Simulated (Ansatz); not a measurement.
A structure relaxed at PBE-D4/def2-SVP in Ansatz, charge 0, singlet:

```xyz
7

W     0.1554   -0.0240   -0.1788
O     0.5567    1.8388   -0.6229
O     0.5364   -1.2330   -1.3307
O     1.6489    1.1530    0.0516
O    -0.6582   -0.6652    1.3994
H    -1.2695    0.4879   -0.9565
H    -0.9697   -1.5575    1.6378
```

(1) Give its formula.

(2) Summarise the bond lengths by kind (pairs closer than 1.2 times the sum of covalent radii, bridged metal pairs left out).

Results:

(1) the cluster WO₄H₂.

(2) 4 × O–W 1.71 to 1.96 Å; 1 × O–O 1.46 Å; 1 × H–O 0.97 Å; 1 × H–W 1.70 Å. The metal has 5 neighbours: O 1.96 Å, O 1.71 Å, O 1.92 Å, O 1.89 Å, H 1.70 Å.

In the def2 sets W takes a core potential; there is no spin–orbit coupling. The structure holds one bond between oxygen atoms, so isomers without such links may lie far lower. The structure comes from a short search, and lower isomers may exist.
